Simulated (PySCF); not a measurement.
Input file for PySCF: R-HF/3-21G on ClH3SiTe (SMILES [SiH3][Te]Cl), a point of a torsion scan.

```python
from pyscf import gto, scf, dft, mp
from pyscf.data.elements import chemcore

mol = gto.M(
    atom='''
    Si   -0.73107909   -0.00875245    0.01778882
    Te    1.40385526    1.29475095   -0.11814175
    Cl    2.55871880   -0.12458694    1.36507487
    H    -0.96942378   -0.44416127    1.38630485
    H    -1.75507469    0.92310362   -0.43511191
    H    -0.71782286   -1.17473242   -0.86342457
    ''',
    basis='3-21g',
    charge=0, spin=0, verbose=3, max_memory=1800)
mf = scf.RHF(mol)
mf.conv_tol = 1e-8
mf.max_cycle = 100
mf.kernel()
if not mf.converged:
    mf = mf.newton().run(mf.mo_coeff, mf.mo_occ)
```

Program output:

```
converged SCF energy = -7329.13781011823
```

Self-consistency was reached.

Cost: roughly 1.1 core-seconds.
